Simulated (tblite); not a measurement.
C5H13BP2.
Geometry (GFN2-xTB, Å), atoms numbered from 1 in this order:
```xyz
21
C5H13BP2 angstrom
B     -2.2070   -1.6735    0.8341
P     -1.0541   -0.2800    0.1075
P     -1.7857    1.7476   -0.2029
C     -0.2039   -0.5829   -1.5109
C      1.1450    0.0490   -1.3564
C      1.5288    0.3821   -0.1323
C      2.8355    0.9989    0.2403
C      0.5475    0.0729    0.9667
H     -2.5318   -1.2627    1.9033
H     -3.1065   -1.7540    0.0585
H     -1.5020   -2.6300    0.8699
H     -2.9434    1.2700   -0.8162
H     -2.3925    1.7539    1.0527
H     -0.1247   -1.6619   -1.6807
H     -0.7727   -0.1578   -2.3432
H      1.7612    0.1910   -2.2305
H      3.3588    0.3670    0.9574
H      3.4644    1.1328   -0.6353
H      2.6739    1.9691    0.7093
H      0.4441    0.8988    1.6771
H      0.8560   -0.8133    1.5311
```

Computed with GFN2-xTB (tblite): harmonic, unscaled wavenumbers at the GFN2-xTB geometry, gas phase. Errors from tens to a few hundred cm⁻¹ against measured bands are possible. Modes of hydrogen on boron and phosphorus can be 10 to 20 % off. One conformer, not necessarily the lowest.

Harmonic wavenumbers (cm⁻¹): 48.0, 95.5, 110.7, 122.5, 128.8, 153.9, 160.0, 202.0, 245.0, 314.1, 362.9, 413.5, 479.9, 555.0, 593.9, 706.6, 710.7, 720.5, 733.1, 768.2, 781.8, 793.0, 815.5, 855.7, 884.8, 981.8, 1004.1, 1048.4, 1065.7, 1068.4, 1094.6, 1109.6, 1149.1, 1194.4, 1198.8, 1206.8, 1220.8, 1284.3, 1400.7, 1422.1, 1425.4, 1474.1, 1478.8, 1728.5, 2255.3, 2310.5, 2443.2, 2448.9, 2458.1, 2914.6, 2918.1, 2938.1, 2940.7, 3002.0, 3016.2, 3052.2, 3090.6.

A = 1989, B = 1043, C = 915.3 MHz; mass 146.059 u (most abundant isotopes); point group C1, symmetry number 1.

Problem. Zero-point energy?

Solution. Half the sum of the wavenumbers: 35550 cm⁻¹ = 101.64 kcal/mol.

Problem. What is S at 400 K and 1 bar for an ideal gas of classical rigid rotors and harmonic oscillators?

Solution. Translation 42.33, rotation 30.39, vibration 47.26: S = 120.0 cal/(mol K).

Problem. And Cp and H(400 K) − H(0)?

Solution. Cp = 55.33 cal/(mol K), of which vibrations give 47.38 (their classical limit is 57 R = 113.3); H(400 K) − H(0) = 12.99 kcal/mol without the zero-point energy, 9.81 from vibrations.

Problem. Which modes carry the vibrational entropy at 400 K?

Solution. 48.0 cm⁻¹: 5.48; 95.5 cm⁻¹: 4.12; 110.7 cm⁻¹: 3.83; 122.5 cm⁻¹: 3.63; 128.8 cm⁻¹: 3.53; 153.9 cm⁻¹: 3.19 cal/(mol K); the other 51 give 23.48 together.

Problem. How do the functions run with temperature in this model?

Solution. 
```csv
T (K),S (cal/(mol K)),Cp (cal/(mol K)),H − H(0) (kcal/mol),G − H(0) (kcal/mol),ln q(vib)
150,81.7,27.2,2.66,-9.60,3.53
250,98.2,38.4,5.93,-18.61,6.75
298.15,105.4,44.1,7.91,-23.52,8.27
600,145.8,72.3,25.86,-61.65,17.48
900,178.5,88.6,50.18,-110.46,25.92
```

q(vib) and H(0) count from the zero-point level.

Problem. What must be added to the electronic energy to get the Gibbs energy at 400 K and 1 bar?

Solution. ZPE + [H(400 K) − H(0)] − T·S = 101.64 + 12.99 − 48.00 = 66.63 kcal/mol.

Hindered rotation and anharmonicity are outside this model. Other conformers, if any are populated, would add a mixing term that is left out. The structure is chiral; the term R ln 2 for an equal mix with its mirror image is left out.

The run took 1.0 s of wall time on Arm Neoverse V1, one thread, no GPU, shared host. This covers the Hessian and the dipole derivatives.
